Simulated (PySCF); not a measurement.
Atomic charges by several schemes

CH12N2Si4.
Z-matrix (Å and degrees, GFN2-xTB geometry), rows numbered from 1:
```
Si
N   1  1.7364
Si  2  1.7423  1  120.61
Si  2  1.7497  1  120.24  3  -175.45
N   4  1.7159  2  113.32  1   151.98
C   5  1.4574  4  109.91  2   124.50
Si  6  1.9281  5   97.21  4    -6.80
H   1  1.4623  2  107.19  3  -161.42
H   1  1.4614  2  108.48  3   -42.50
H   1  1.4671  2  110.36  3    78.36
H   3  1.4623  2  108.70  1   147.70
H   3  1.4676  2  109.89  1   -90.81
H   3  1.4633  2  107.41  1    28.47
H   4  1.4718  2  105.80  1    27.11
H   5  1.0064  4  131.40  2   -67.01
H   6  1.0943  5  110.88  4  -128.18
H   6  1.0956  5  111.24  4   112.91
H   7  1.4697  4  121.87  2   140.86
H   7  1.4701  4  125.98  2    -8.60
```

Density: PBE0/pcSseg-1 (PySCF); schemes: Mulliken, IAO, Hirshfeld and ESP-fitted. The structure is a single GFN2-xTB conformer in the gas phase; no vibrational or solvent corrections.

**Question.** Atoms with like bonding are taken together and averaged. Do the Mulliken, IAO, Hirshfeld and ESP-fitted schemes agree on where the charge is highest?

**Answer.** The schemes don't all agree: Mulliken Si4 (+0.824); IAO Si4 (+0.869); Hirshfeld Si1/Si3 (+0.340); ESP-fitted Si1/Si3 (+0.429).

**Question.** Do the Mulliken, IAO, Hirshfeld and ESP-fitted schemes agree on where the charge is lowest?

**Answer.** The schemes don't all agree: Mulliken N2 (-1.080); IAO N2 (-1.041); Hirshfeld N2 (-0.350); ESP-fitted N5 (-0.475).

**Question.** For which atoms does the sign change between the 4 schemes (beyond +0.03 e in one, beyond −0.03 e in another)?

**Answer.** For none.

**Question.** Tabulate the Mulliken, IAO, Hirshfeld and ESP-fitted charges.

**Answer.** In e; atoms taken as equivalent share a row and are averaged (×n: the atom named and its like, n in all):

```
   atom                      environment  Mulliken     IAO  Hirshfeld  ESP-fitted
Si1/Si3                     SiH3 silicon    +0.643  +0.741     +0.340      +0.429
     N2  nitrogen bridging silicon atoms    -1.080  -1.041     -0.350      -0.425
    Si4                      SiH silicon    +0.824  +0.869     +0.331      +0.360
     N5           silicon-bound nitrogen    -0.680  -0.672     -0.238      -0.475
     C6     sp3 carbon bound to nitrogen    -0.257  -0.401     -0.117      -0.137
    Si7                     SiH2 silicon    +0.243  +0.390     +0.235      +0.177
H8 (×6)                    Si–H hydrogen    -0.098  -0.134     -0.080      -0.097
    H14                    Si–H hydrogen    -0.086  -0.146     -0.086      -0.088
    H15                     N–H hydrogen    +0.180  +0.255     +0.116      +0.285
    H16               methylene hydrogen    +0.134  +0.133     +0.029      +0.072
    H17               methylene hydrogen    +0.132  +0.130     +0.029      +0.075
    H18                    Si–H hydrogen    -0.061  -0.103     -0.080      -0.070
    H19                    Si–H hydrogen    -0.050  -0.095     -0.072      -0.052
```

Mean size of the charges over all atoms: IAO 0.343 e, Mulliken 0.295 e, ESP-fitted 0.192 e, Hirshfeld 0.150 e. Each set sums to the total charge, 0, to within 0.001 e. The ESP scheme fits charges at the nuclei, held to the total charge, to the electrostatic potential on points at 1.4 to 2.0 times the van der Waals radii.

Some averages cover members that differ in this geometry: Si1/Si3, ESP-fitted +0.391 to +0.468; H8 (×6), ESP-fitted -0.108 to -0.082 e.

**Question.** How many electrons does the Mulliken scheme count on N5?

**Answer.** Z − q = 7 − (-0.680) = 7.680.

**Question.** How closely do the schemes follow one another over all atoms?

**Answer.** Correlation coefficient and root-mean-square difference: Mulliken with IAO 0.99, 0.068 e; IAO with Hirshfeld 0.98, 0.276 e; Hirshfeld with ESP-fitted 0.97, 0.080 e; IAO with ESP-fitted 0.96, 0.231 e; Mulliken with Hirshfeld 0.95, 0.252 e; Mulliken with ESP-fitted 0.95, 0.208 e.

**Question.** Sum the charges by element, for elements with more than one atom.

**Answer.** 
```json
{"element": "Si", "atoms": "4", "Mulliken": "+2.353", "IAO": "+2.742", "Hirshfeld": "+1.247", "ESP-fitted": "+1.396"}
{"element": "N", "atoms": "2", "Mulliken": "-1.760", "IAO": "-1.713", "Hirshfeld": "-0.588", "ESP-fitted": "-0.899"}
{"element": "H", "atoms": "12", "Mulliken": "-0.337", "IAO": "-0.627", "Hirshfeld": "-0.542", "ESP-fitted": "-0.360"}
```
